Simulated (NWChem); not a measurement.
System meant: CH6AgN; SMILES [CH3][Ag]<-[NH3]

The following NWChem deck was run.

```
start job
memory heap 200 mb stack 900 mb global 1100 mb
geometry units angstroms noautoz
  Ag     0.000000     0.000000    -0.048690
  C      0.000000     0.000000    -2.113857
  H     -1.000353     0.245254    -2.505920
  H      0.287780    -0.988958    -2.505920
  H      0.712573     0.743704    -2.505920
  N      0.000000     0.000000     2.167313
  H      0.494822    -0.806836     2.546620
  H     -0.946152    -0.025111     2.546620
  H      0.451329     0.831947     2.546620
end
basis spherical
  * library def2-svp
end
dft
  xc pbe0
  iterations 150
  mulliken
end
task dft energy
```

End of the output:

```
             Northwest Computational Chemistry Package (NWChem) 7.3.0
             --------------------------------------------------------

 C3  symmetry detected

                             Geometry "geometry" -> ""
                             -------------------------

 Output coordinates in angstroms (scale by  1.889725989 to convert to a.u.)

  No.       Tag          Charge          X              Y              Z
 ---- ---------------- ---------- -------------- -------------- --------------
    1 Ag                  47.0000     0.00000000    -0.00000000    -0.05356453
    2 C                    6.0000     0.00000000     0.00000000    -2.11873153
    3 H                    1.0000     0.00000019     1.02997845    -2.51079453
    4 H                    1.0000    -0.89198760    -0.51498906    -2.51079453
    5 H                    1.0000     0.89198741    -0.51498939    -2.51079453
    6 N                    7.0000     0.00000000    -0.00000000     2.16243847
    7 H                    1.0000    -0.66580386    -0.67271011     2.54174547
    8 H                    1.0000    -0.24968211     0.91295811     2.54174547
    9 H                    1.0000     0.91548597    -0.24024800     2.54174547

 Effective nuclear repulsion energy (a.u.)     237.6636005942

      Symmetry information
      --------------------

 Group name             C3
 Group number              5
 Group order               3
 No. of unique centers     5

                                 NWChem DFT Module
                                 -----------------

 Summary of "ao basis" -> "ao basis" (spherical)
 ------------------------------------------------------------------------------
       Tag                 Description            Shells   Functions and Types
 ---------------- ------------------------------  ------  ---------------------
 Ag                         def2-svp                11       31   5s3p2d1f
 C                          def2-svp                 6       14   3s2p1d
 H                          def2-svp                 3        5   2s1p
 N                          def2-svp                 6       14   3s2p1d

      Symmetry analysis of basis
      --------------------------

        a          35
        e+         27
        e-         27

  Rotation of axis

            General Information
            -------------------
          SCF calculation type: DFT
          Wavefunction type:  closed shell.
          No. of atoms     :     9
          No. of electrons :    66
           Alpha electrons :    33
            Beta electrons :    33
          Charge           :     0
          Spin multiplicity:     1
          Use of symmetry is: on ; symmetry adaption is: on
          Maximum number of iterations: 150
          AO basis - number of functions:    89
                     number of shells:    41
          Convergence on energy requested:  1.00D-06
          Convergence on density requested:  1.00D-05
          Convergence on gradient requested:  5.00D-04

              XC Information
              --------------
                         PBE0 Method XC Functional
                     Hartree-Fock (Exact) Exchange  0.250
          PerdewBurkeErnzerhof Exchange Functional  0.750
            Perdew 1991 LDA Correlation Functional  1.000 local
           PerdewBurkeErnz. Correlation Functional  1.000 non-local

             Grid Information
             ----------------
          Grid used for XC integration:  medium
          Radial quadrature: Mura-Knowles
          Angular quadrature: Lebedev.
          Tag              B.-S. Rad. Rad. Pts. Rad. Cut. Ang. Pts.
          ---              ---------- --------- --------- ---------
          Ag                  1.60      123           9.0       590
          C                   0.70       49          12.0       434
          H                   0.35       45          13.0       434
          N                   0.65       49          12.0       434
          Grid pruning is: on
          Number of quadrature shells:   311
          Spatial weights used:  Erf1

      Superposition of Atomic Density Guess
      -------------------------------------

 Sum of atomic energies:       -1214.82009627

      Non-variational initial energy
      ------------------------------

 Total energy =   -1219.998980
 1-e energy   =   -2138.285081
 2-e energy   =     680.622500
 HOMO         =      -1.141159
 LUMO         =      -1.139565

      Symmetry analysis of molecular orbitals - initial
      -------------------------------------------------

  Numbering of irreducible representations:

     1 a           2 e+          3 e-

  Orbital symmetries:

     1 a           2 a           3 a           4 e+          5 e+
     6 a           7 e+          8 e+          9 e+         10 e+
    11 a          12 a          13 a          14 e+         15 e+
    16 e+         17 e+         18 a          19 a          20 a
    21 a          22 e+         23 e+         24 a          25 a
    26 a          27 e+         28 e+         29 e+         30 e+
    31 a          32 e+         33 e+         34 a          35 e+
    36 e+         37 a          38 e+         39 e+         40 a
    41 a          42 e+         43 e+

     ---------------------------------------------
      Total Density - Mulliken Population Analysis
     ---------------------------------------------

    Atom       Charge   Shell Charges
 -----------   ------   -------------------------------------------------------
    1 Ag  47    56.64   2.00  2.01  2.04  3.19 -0.64  6.02  7.02 -0.24 10.04 11.18 14.00
    2 C    6     3.43   1.99  1.12  0.29  0.79 -0.76  0.00
    3 H    1     0.15   0.14  0.01  0.01
    4 H    1     0.15   0.14  0.01  0.01
    5 H    1     0.15   0.14  0.01  0.01
    6 N    7     4.84   1.99  0.90  0.55  1.22  0.19 -0.00
    7 H    1     0.21   0.19  0.01  0.01
    8 H    1     0.21   0.19  0.01  0.01
    9 H    1     0.21   0.19  0.01  0.01

[...]
```

### Question
Can this run be used? If not, why, and what is the fix?

### Answer
The run ends normally but its numbers are meaningless: the def2 basis of a heavy element holds valence functions alone and wants its effective core potential (without it all electrons must fit into that basis). This input runs:
```
start job
memory heap 200 mb stack 900 mb global 1100 mb
geometry units angstroms noautoz
  Ag     0.000000     0.000000    -0.048690
  C      0.000000     0.000000    -2.113857
  H     -1.000353     0.245254    -2.505920
  H      0.287780    -0.988958    -2.505920
  H      0.712573     0.743704    -2.505920
  N      0.000000     0.000000     2.167313
  H      0.494822    -0.806836     2.546620
  H     -0.946152    -0.025111     2.546620
  H      0.451329     0.831947     2.546620
end
basis spherical
  * library def2-svp
end
ecp
  Ag library def2-ecp
end
dft
  xc pbe0
  iterations 150
  mulliken
end
task dft energy
```
It converges to -243.23537 Ha (PBE0/def2-SVP with def2 effective core potentials on Ag). The faulty run gave -1316.051 Ha, with all electrons squeezed into the valence basis.
